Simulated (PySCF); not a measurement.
Compound: C₅H₅NP (charge -1).
Bonds: P1–C2, C2–C3 (aromatic), C3–C4 (aromatic), C4–N5 (aromatic), N5–C6 (aromatic), C6–C7 (aromatic), C2–C7 (aromatic). Hydrogens: H8 on P1; H9 on C3; H10 on C4; H11 on C6; H12 on C7.

Probes without a nucleus sit at each ring's centroid and 1 Å off its mean plane on both sides; NICS is minus the shielding there, NICSzz its component along the normal. Level: GIAO PBE0/pcSseg-1 (PySCF, non-relativistic, gas phase) on the GFN2-xTB geometry, one conformer.

Ring bond lengths (Å), with Mayer bond orders in brackets: C2–C3 1.415 (1.26), C3–C4 1.369 (1.49), C4–N5 1.338 (1.43), N5–C6 1.336 (1.44), C6–C7 1.369 (1.48), C7–C2 1.414 (1.26).

Task: Give the NICS values of each ring in ppm.

Result: 
| ring | type | NICS(0) | NICS(1), two faces | NICS(1)zz, two faces | rms pucker (Å) | centre to ring atoms, mean (Å) |
| --- | --- | --- | --- | --- | --- | --- |
| C2–C3–C4–N5–C6–C7 | 6-membered ring with N; formal bonds all aromatic | -0.7 | -5.1 / -5.1 | -10.3 / -10.3 | 0.00 | 1.37 |

Task: What can be read from them?

Result: 
- C2–C3–C4–N5–C6–C7: mean NICS(1)zz -10.3 ppm, shielded. That is too small in size for a clear verdict by the NICS criterion.

Task: How equal are the bonds by HOMA? Use HOMA with the parameters of Krygowski (1993).

Result: 
- C2–C3–C4–N5–C6–C7: HOMA 0.91; the largest term is that of C2–C3, α(R − Ropt)² = 0.19.

The values belong to the conformer `[PH-:1][c:2]1[cH:3][cH:4][n:5][cH:6][cH:7]1`: H–P1–C2–C3 180°.
